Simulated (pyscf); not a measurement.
Single points on ωB97X-D3(BJ)/def2-SVP structures (PySCF, gas phase). MP2 and CC: frozen core, UHF for open shells. ΔMP2 is the change of the MP2 total energy from the triple- to the quadruple-zeta basis.

Problem. PBE/def2-TZVP puts the barrier of [HO–Al–OH]• -> •O–AlH–OH (hydrogen shift; doublet surface; H–O broken, Al–H formed) at 49.1 kcal/mol and the reaction energy at +40.5 kcal/mol, from the reactant's lowest minimum found. What do PBE0-D3(BJ)/def2-TZVP, ωB97M-D3(BJ)/def2-TZVP, CCSD(T)/def2-TZVPP + ΔMP2(QZVPP) give on the same structures?

Solution. PBE0-D3(BJ): ΔE‡ = 55.0 kcal/mol, ΔE = +38.1 kcal/mol; ωB97M-D3(BJ): ΔE‡ = 54.0 kcal/mol, ΔE = +33.8 kcal/mol; CCSD(T): ΔE‡ = 57.9 kcal/mol, ΔE = +38.5 kcal/mol. PBE's barrier lies under all of them, by 4.9 to 8.8 kcal/mol. Its reaction energy lies over all of them, by 2.0 to 6.7 kcal/mol. Low barriers are usual for a GGA, whose delocalisation error favours stretched bonds. One saddle was located; it need not be the lowest between these sides. The CCSD(T) − MP2 part came from Ansatz, without density fitting, on the same reference.
